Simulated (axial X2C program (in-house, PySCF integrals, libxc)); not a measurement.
Potential curves of SnTe⁺, 2c

Computed with an axial X2C code built on PySCF integrals. Two-component (2c) means X2C with spin–orbit coupling and atomic mean-field two-electron Coulomb and Gaunt terms. Basis: Te dyall-v2z [9s9p7d], Sn dyall-v2z [9s9p7d] (cores contracted in-house); Gaussian nuclei, density fitting, unrestricted open shells. Masses: Te 129.906 u, Sn 119.902 u.

State: Ω = 3/2 (⟨Sz⟩ = 0.50, ⟨Lz⟩ = 1.00 at B97-3). Energies in kJ/mol from the lowest point of each curve. Fits are polynomials in 1 − R0/R over 0.85 to 1.23 times the lowest point R0.

```
 R (Å)   B97-3
2.3560  100.68
2.4643   43.27
2.5455   18.30
2.6268    4.78
2.7080    0.00
2.8028    2.56
2.8976   11.40
3.0194   28.70
3.1684   54.68
3.3850   93.71
```

The state is one determinant whose occupation by symmetry is held fixed; it was picked as the lowest of a PBE0 search that is not exhaustive. Density functionals use the spin component along the axis (collinear). Without a current term, density functionals place determinants with orbital angular momentum somewhat too high. The determinant is spin-polarised beyond a pure state at some levels (its spin-free form has ⟨S²⟩ too high), which makes Re and μ there less reliable.

(1) Fit the B97-3 curve near its minimum: give the equilibrium distance and the harmonic wavenumber.

Answers

(1) At B97-3, 2c: Re = 2.723 Å, ωe ≈ 205 cm⁻¹; Be follows as 0.0365 cm⁻¹.
